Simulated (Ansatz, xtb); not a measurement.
# Two isomers of CH7FSi2

Structure a: `F[SiH2]C[SiH3]`, a singlet. Structure b: `C[SiH2][SiH2]F`, a singlet. Both are isolated molecules in the gas phase, relaxed with B3LYP/6-31G*, each in the lowest conformer that the search found.

Quicker runs give these differences E(b) − E(a): GFN2-xTB +22.7 kJ/mol; HF/STO-3G −1.9 kJ/mol (at GFN2-xTB geometries); r2SCAN-D4/def2-SVP +21.6 kJ/mol (at GFN2-xTB geometries).

Which of the two would you expect CCSD(T)/def2-SVP + ΔMP2/def2-TZVPP electronic energies to favour?

Structure a; the calculation gives E(b) − E(a) = +23.2 kJ/mol.

Level by level:

```
                             level      geometry  E(b) − E(a) (kJ/mol)  departure from the last row (kJ/mol)  job, with rough time for the two
                          GFN2-xTB      GFN2-xTB                   +22.7                                  −0.4               optimisation, 1.8 s
                         HF/STO-3G      GFN2-xTB                    −1.9                                 −25.1                 single point, 2 s
                r2SCAN-D4/def2-SVP      GFN2-xTB                   +21.6                                  −1.6                single point, 15 s
                      B3LYP/6-31G*  B3LYP/6-31G*                    +7.9                                 −15.2             optimisation, 3.4 min
                       HF/def2-SVP  B3LYP/6-31G*                   +25.3                                  +2.2           part of the CCSD(T) run
                      MP2/def2-SVP  B3LYP/6-31G*                   +28.2                                  +5.0           part of the CCSD(T) run
                  CCSD(T)/def2-SVP  B3LYP/6-31G*                   +22.5                                  −0.7                      single point
CCSD(T)/def2-SVP + ΔMP2/def2-TZVPP  B3LYP/6-31G*                   +23.2                                                      single point, 87 s
```

As drawn, b has 1 Si–Si, 1 C–H in place of 1 C–Si, 1 Si–H.

HF/STO-3G finds them nearly level. The largest departure from CCSD(T)/def2-SVP + ΔMP2/def2-TZVPP is that of HF/STO-3G, 25.1 kJ/mol. The last row adds to CCSD(T) the change of the MP2 difference between the two basis sets, here +0.7 kJ/mol.

With harmonic frequencies from B3LYP/6-31G* (ideal gas, rigid rotor, one conformer each, 298.15 K, 1 atm): on the last row, ΔE + ΔZPE = +28.2 kJ/mol. A mode under 50 cm⁻¹ makes harmonic enthalpies and free energies unreliable, so none is given.

The correlated steps freeze 12 core orbitals. Run with Ansatz 0.2.0, xtb 6.7.1; the last row on 1 thread of AMD EPYC (Zen 3) on a shared host.
